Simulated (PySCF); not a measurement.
**Ionisation energy of O⁺ by level of theory**

O⁺ [He] 2s2 2p3 (4S) → O²⁺ [He] 2s2 2p2 (3P), as a difference of total energies. All numbers are calculated (PySCF 2.14, scalar relativity by spin-free X2C-1e, in aug-cc-pCVTZ-DK with one added diffuse shell each of s, p, d, f type (8s7p5d3f, 75 functions)). Correlated levels: valence: 1s2 frozen. The calculations carry no spin-orbit coupling.

```csv
method,ionisation energy (eV)
UHF,34.550
MP2 (valence),35.188
SCS-MP2 (valence),34.927
CCSD (valence),35.009
CCSD(T) (valence),35.019
```

A first-order spin-orbit estimate (lowest level to lowest level, LS coupling) adds -0.027 eV.

Errors of the correlated levels include the incompleteness of this basis and the frozen core.

Problem. Which method comes closest to the reference value, and which is furthest?

Solution. The reference is 35.121 eV (measured; NIST Atomic Spectra Database, ionization energies). Closest: MP2 (valence) (error 0.041 eV); furthest: UHF (error -0.598 eV), both after the spin-orbit estimate.
